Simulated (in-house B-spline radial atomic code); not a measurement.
Kr⁸⁺. Computed with a B-spline radial atomic code. Model: all-electron spherical atom, spin shells full or empty, radial basis limit, no spin-orbit coupling: exact exchange with a local potential (Slater, KLI or optimised effective potential, whose far tail is KLI's), no correlation.

Exchange potential has not reached -1/r at the last radius.

The run also made RPA and GW results, which its time includes.

The Slater potential averages the orbital exchange potentials with the orbital densities as weights, KLI adds orbital constants, and the optimised effective potential minimises the exact-exchange energy among local potentials. So their energies lie above Hartree-Fock in the order OEP, KLI, Slater. All fall off as −1/r, unlike LDA and GGA exchange.

Command:
```bash
python run_gw.py task.json out
```
Settings (nuclear radius in fm, other lengths in bohr, energies in hartree):
```
Z                      36
electrons              28
configuration          [Ar] 3d10
hamiltonian            x2c
method                 slater
lmax                   9
rms_radius             4.1884
spin_polarised         False
box_radius             7.7
intervals              97
```

Time taken, with all properties: 6.2 s on 1 thread of Arm Neoverse N1, with other jobs on the host.

Given: hamiltonian one-electron scalar X2C; mean-field start Slater potential.

Computed: energy above Hartree-Fock 188.39 millihartree.

| radius (bohr) | r times exchange potential (hartree bohr) |
| --- | --- |
| 0.00139 | -0.05487 |
| 0.00169 | -0.066633 |
| 0.00206 | -0.081081 |
| 0.0025 | -0.098168 |
| 0.00305 | -0.11936 |
| 0.00371 | -0.14453 |
| 0.00451 | ? |
| 0.00549 | -0.21064 |
| 0.00669 | -0.25359 |
| 0.00814 | -0.30356 |
| 0.0099 | -0.36117 |
| 0.0121 | -0.42836 |
| 0.0147 | -0.5007 |
| 0.0179 | -0.57941 |
| 0.0217 | -0.65877 |
| 0.0264 | -0.73736 |
| 0.0322 | -0.80779 |
| 0.0392 | -0.85943 |
| 0.0477 | -0.88464 |
| 0.058 | -0.88847 |
| 0.0706 | -0.90611 |
| 0.0859 | -0.97943 |
| 0.105 | -1.1087 |
| 0.127 | -1.245 |
| 0.155 | -1.3583 |
| 0.189 | ? |
| 0.229 | -1.359 |
| 0.279 | -1.3101 |
| 0.34 | -1.4098 |
| 0.414 | -1.6071 |
| 0.504 | -1.77 |
| 0.613 | -1.8242 |
| 0.746 | -1.7608 |
| 0.908 | -1.6185 |
| 1.1 | -1.4559 |
| 1.34 | -1.3048 |
| 1.64 | -1.1863 |

(1) What belongs in the row 0.00451?

(2) What belongs in the row 0.189?

```
occupied  level (hartree)  Hartree-Fock level (hartree)
      1s          -531.28                       -534.53
      2s          -75.745                       -77.082
      2p          -68.022                       -68.569
      3s          -15.703                       -16.114
      3p                ?                             ?
      3d          -8.9432                       -8.6656
```

(3) What belongs in the row 3p?

| empty | level (hartree) |
| --- | --- |
| 4s | -5.6471 |
| 4p | -4.9035 |
| 4d | -3.7459 |
| 5s | -2.9428 |
| 4f | ? |
| 5p | -2.6433 |

(4) What belongs in the row 4f?

Answers

(1) r times exchange potential (hartree bohr): -0.17458.

(2) r times exchange potential (hartree bohr): -1.402.

(3) level (hartree): -13.181; Hartree-Fock level (hartree): -13.313.

(4) level (hartree): -2.7371.

The highest level, 3d, differs from Hartree-Fock by -7.6 eV and the deepest, 1s, by +88.4 eV: the Slater potential lacks the response part and is deeper than the optimised one throughout, so the top level comes too deep.
